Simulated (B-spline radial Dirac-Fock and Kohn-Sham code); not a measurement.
**Successive ionisation energies of hafnium: Dirac-Fock against NIST**

These are calculated numbers from an atomic code on a B-spline grid; the model is Dirac-Fock ΔSCF + Breit + QED. Each value is the difference of the configuration-average energies of two neighbouring ions in their tabulated ground configurations. Correlation and solid-state effects are left out. NIST's values refer to the lowest levels; many for high charge states are themselves semi-empirical or theoretical. Where a p, d or f shell is open in either ion the computed value averages over both j values and all terms, while the table refers to the lowest levels; that difference holds spin-orbit splitting (largest in heavy or highly charged ions), term energies where several electrons share open shells, and correlation, and it can reach 10 % or more.

```csv
ion,configuration,computed (eV),NIST (eV),kind,NIST − computed (eV)
Hf¹¹⁺,[Kr] 4d10 4f12 5s2 5p1,214.9,230 ± 12,theoretical,+15.10
Hf¹²⁺,[Kr] 4d10 4f12 5s2,251.6,270 ± 14,theoretical,+18.37
Hf¹³⁺,[Kr] 4d10 4f11 5s2,296.0,310 ± 15,theoretical,+14.02
Hf¹⁴⁺,[Kr] 4d10 4f11 5s1,319.6,334 ± 16,theoretical,+14.36
Hf¹⁵⁺,[Kr] 4d10 4f11,339.0,359 ± 17,theoretical,+20.04
Hf¹⁶⁺,[Kr] 4d10 4f10,375.9,399 ± 20,theoretical,+23.11
Hf¹⁷⁺,[Kr] 4d10 4f9,414.1,440 ± 22,theoretical,+25.86
Hf¹⁸⁺,[Kr] 4d10 4f8,453.7,481 ± 24,theoretical,+27.34
Hf¹⁹⁺,[Kr] 4d10 4f7,494.4,520 ± 30,theoretical,+25.56
Hf²⁰⁺,[Kr] 4d10 4f6,536.4,570 ± 30,theoretical,+33.57
Hf²¹⁺,[Kr] 4d10 4f5,579.6,610 ± 30,theoretical,+30.37
Hf²²⁺,[Kr] 4d10 4f4,624.0,650 ± 30,theoretical,+26.00
Hf²³⁺,[Kr] 4d10 4f3,669.5,690 ± 30,theoretical,+20.46
Hf²⁴⁺,[Kr] 4d10 4f2,716.2,730 ± 40,theoretical,+13.79
Hf²⁵⁺,[Kr] 4d10 4f1,764.0,772 ± 9,theoretical,+7.98
Hf²⁶⁺,[Kr] 4d10,1007.3,1002 ± 4,theoretical,-5.31
Hf²⁷⁺,[Kr] 4d9,1054.8,1047 ± 4,theoretical,-7.77
Hf²⁸⁺,[Kr] 4d8,1102.9,1094 ± 4,theoretical,-8.87
Hf²⁹⁺,[Kr] 4d7,1151.6,1146 ± 4,theoretical,-5.61
```

Task: Where in this range is the largest relative jump, and why?

Result: From Hf²⁵⁺ (764.0 eV) to Hf²⁶⁺ (1007.3 eV), a factor of 1.32. The configuration goes from [Kr] 4d10 4f1 to [Kr] 4d10, so the next electron comes out of a deeper subshell.
